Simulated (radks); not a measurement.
The numbers below are computed, except where a source is named.
Species: the neodymium ion Nd14+. Configuration: [Kr] 4d10.

Code: a radial shooting solver on a logarithmic mesh with Libxc functionals. Model: non-relativistic Kohn-Sham, TPSS, spin-polarised, spherical densities, point nucleus; meta-GGA in the generalised Kohn-Sham scheme; relativity is left out, which matters for an element this heavy.

Energy parts (eV):
| part | energy |
|---|---|
| total | -251170.53 |
| kinetic | 251103.24 |
| electron-nucleus | -582353.38 |
| Hartree | 85662.34 |
| exchange-correlation | -5582.74 |

Orbitals (lengths in bohr, moments of r in powers of bohr; <r^-3> diverges for s and p1/2):
| orbital | occ. | eigenvalue (eV) | <r^-3> |
|---|---|---|---|
| 1s | 2 | -41429.08 | - |
| 2s | 2 | -6723.607 | - |
| 2p | 6 | -6383.772 | 7276 |
| 3s | 2 | -1672.888 | - |
| 3p | 6 | -1524.624 | 1446 |
| 3d | 10 | -1249.544 | 243.1 |
| 4s | 2 | -536.4793 | - |
| 4p | 6 | -479.0825 | 332.6 |
| 4d | 10 | -377.5250 | 49.01 |

The highest occupied level is 4d at -377.53 eV. Virial ratio -V/T = 2.00027. The electron density at the nucleus is 1.533e+05 e/bohr^3. Summed over all electrons, <r^2> = 10.16 bohr^2, which gives a Langevin (diamagnetic) susceptibility term of -8.04 x 10^-6 cm^3/mol. The density falls to 0.001 e/bohr^3 at r = 1.77 bohr.
